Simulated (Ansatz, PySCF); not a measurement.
B(F)(OAc)(OH) (C2H4BFO3), SMILES OB(OC(C)=O)F. Atoms are numbered in the order given.

```xyz
11

B      0.1598     0.3812     1.1644
F     -0.9561    -0.1574     1.6504
O      0.6977    -0.0727    -0.0246
C     -0.0604    -0.3403    -1.1296
C      0.7033    -1.1636    -2.1292
O     -1.1788     0.0739    -1.2579
H      0.0924    -1.3242    -3.0248
H      0.9783    -2.1296    -1.6779
H      1.6416    -0.6514    -2.3916
O      0.8398     1.3220     1.8472
H      0.4306     1.5431     2.6936
```

The structure is a stationary point at B3LYP-D3(BJ)/def2-SVP. One conformer was computed; it need not be the lowest.

Two levels are set side by side: PBE-D3(BJ)/def2-SVP (Ansatz, an electronic-structure program) and B3LYP-D3(BJ)/def2-SVP (Ansatz). Each level has its own optimised geometry; the coordinates shown are those of the second. Frequencies come from the Hessian of PySCF at each geometry. Differences are taken from unrounded values.

```tsv
quantity	B3LYP-D3(BJ)
mean bond length (Å)	1.239
bond B1–F2 (Å)	1.331
bond B1–O3 (Å)	1.382
bond B1–O10 (Å)	1.347
bond O3–C4 (Å)	1.367
bond C4–C5 (Å)	1.503
bond C4–O6 (Å)	1.200
bond C5–H7 (Å)	1.096
bond C5–H8 (Å)	1.101
bond C5–H9 (Å)	1.101
bond O10–H11 (Å)	0.966
highest harmonic wavenumber (cm⁻¹)	3860
mean harmonic wavenumber (cm⁻¹)	1203
zero-point energy (kcal/mol)	46.42
```

Q: What does PBE-D3(BJ) give, and how far is it from B3LYP-D3(BJ)? (The exact figures need the calculation; the answer reports its results.)

A: 
| quantity | PBE-D3(BJ) | PBE-D3(BJ) minus B3LYP-D3(BJ) |
|---|---|---|
| mean bond length (Å) | 1.248 | 0.008 |
| bond B1–F2 (Å) | 1.340 | 0.009 |
| bond B1–O3 (Å) | 1.393 | 0.011 |
| bond B1–O10 (Å) | 1.356 | 0.009 |
| bond O3–C4 (Å) | 1.377 | 0.010 |
| bond C4–C5 (Å) | 1.506 | 0.003 |
| bond C4–O6 (Å) | 1.210 | 0.010 |
| bond C5–H7 (Å) | 1.103 | 0.007 |
| bond C5–H8 (Å) | 1.109 | 0.007 |
| bond C5–H9 (Å) | 1.108 | 0.007 |
| bond O10–H11 (Å) | 0.974 | 0.008 |
| highest harmonic wavenumber (cm⁻¹) | 3754 | -106 |
| mean harmonic wavenumber (cm⁻¹) | 1169 | -34 |
| zero-point energy (kcal/mol) | 45.11 | -1.31 |

GGA bonds tend to be longer and softer than those of functionals with exact exchange. Differences between two approximate levels are no errors against the true value.
